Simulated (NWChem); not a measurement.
Relativistic effects in F5Te

```xyz
6

F      1.9422     0.0000    -0.1901
Te     0.0000     0.0000    -0.1658
F      0.0000    -1.9422    -0.1902
F      0.0000     1.9422    -0.1902
F      0.0000     0.0000     1.7183
F     -1.9422     0.0000    -0.1901
```
Charge 0, spin multiplicity 2.

The numbers come from NWChem runs, not from measurements. Structure: optimised with UB3LYP/def2-SVP with def2 effective core potentials on Te, a minimum by its harmonic frequencies.

Functional PBE0, all-electron basis x2c-SVPall-2c, contracted for the X2C Hamiltonian and used here with ZORA. The ion keeps the geometry and has multiplicity 1 in the scalar run; the spin-orbit run starts from the same electron counts.

The cost column gives rough processor time relative to scalar ZORA; each entry includes its own SCF.

The structure started from a generated list of species. No SCF solution was tested for a lower state.

```json
[
 {"Hamiltonian": "scalar ZORA", "ΔSCF ionisation energy (eV)": "12.33", "relative cost": "1"},
 {"Hamiltonian": "spin-orbit ZORA", "ΔSCF ionisation energy (eV)": "12.32", "relative cost": "under 3"}
]
```

From scalar ZORA to spin-orbit ZORA the ionisation energy hardly moves.
